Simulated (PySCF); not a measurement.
How good is the calculation?

Molfile (atoms numbered from 1):
```
C6H8N2
     RDKit          3D

 16 16  0  0  0  0  0  0  0  0999 V2000
   -2.7578   -0.6702   -0.2295 N   0  0  0  0  0  0  0  0  0  0  0  0
   -1.8983    0.3910   -0.0674 N   0  0  0  0  0  0  0  0  0  0  0  0
   -0.5286    0.2625    0.0003 C   0  0  0  0  0  0  0  0  0  0  0  0
    0.0886   -0.9904    0.1561 C   0  0  0  0  0  0  0  0  0  0  0  0
    1.4759   -1.0846    0.2444 C   0  0  0  0  0  0  0  0  0  0  0  0
    2.2788    0.0512    0.1795 C   0  0  0  0  0  0  0  0  0  0  0  0
    1.6679    1.2980    0.0236 C   0  0  0  0  0  0  0  0  0  0  0  0
    0.2873    1.4085   -0.0660 C   0  0  0  0  0  0  0  0  0  0  0  0
   -2.8162   -1.2203    0.6264 H   0  0  0  0  0  0  0  0  0  0  0  0
   -2.4525   -1.2898   -0.9830 H   0  0  0  0  0  0  0  0  0  0  0  0
   -2.2688    1.2831   -0.3661 H   0  0  0  0  0  0  0  0  0  0  0  0
   -0.5235   -1.8918    0.2128 H   0  0  0  0  0  0  0  0  0  0  0  0
    1.9332   -2.0700    0.3668 H   0  0  0  0  0  0  0  0  0  0  0  0
    3.3652   -0.0305    0.2485 H   0  0  0  0  0  0  0  0  0  0  0  0
    2.2790    2.2027   -0.0312 H   0  0  0  0  0  0  0  0  0  0  0  0
   -0.1790    2.3904   -0.1876 H   0  0  0  0  0  0  0  0  0  0  0  0
  1  2  1  0
  2  3  1  0
  3  4  2  0
  4  5  1  0
  5  6  2  0
  6  7  1  0
  7  8  2  0
  8  3  1  0
  1  9  1  0
  1 10  1  0
  2 11  1  0
  4 12  1  0
  5 13  1  0
  6 14  1  0
  7 15  1  0
  8 16  1  0
M  END
```

The experiment to reproduce: δ $^{1}$H H13/H15 7.17; H14 6.76; H12/H16 6.70 ppm (measured; solution, CDCl3, 309 K; Shapiro, Mohrmann, J. Phys. Chem. Ref. Data 1977, 6, 919).

- coordinates at the PBE0-D3(BJ)/def2-SVP level
- shieldings: GIAO PBE/pcSseg-1
- program: PySCF 2.14.0 with density-fitted response routines
- one averaged value for each set of equivalent atoms, gas phase, one computed conformer, relativity neglected

(1) How close does the calculation come?

(2) How far are the unscaled $^{1}$H shifts from the references?

Answers

(1) 
Reference values: measured (solution, CDCl3, 309 K; Shapiro, Mohrmann, J. Phys. Chem. Ref. Data 1977, 6, 919).
```csv
atoms,quantity,reference,computed
H13/H15,δ $^{1}$H,7.17,7.09
H14,δ $^{1}$H,6.76,6.61
H12/H16,δ $^{1}$H,6.70,6.24
```

Computed shifts are σ(ref) − σ with the named reference compound (TMS for H and C) calculated as an isolated molecule at the same level.

(2) Mean signed difference -0.23 ppm, mean absolute 0.23 ppm over 3 comparisons; the largest is -0.46 ppm at H12/H16 (hydrogen on an aromatic CH).
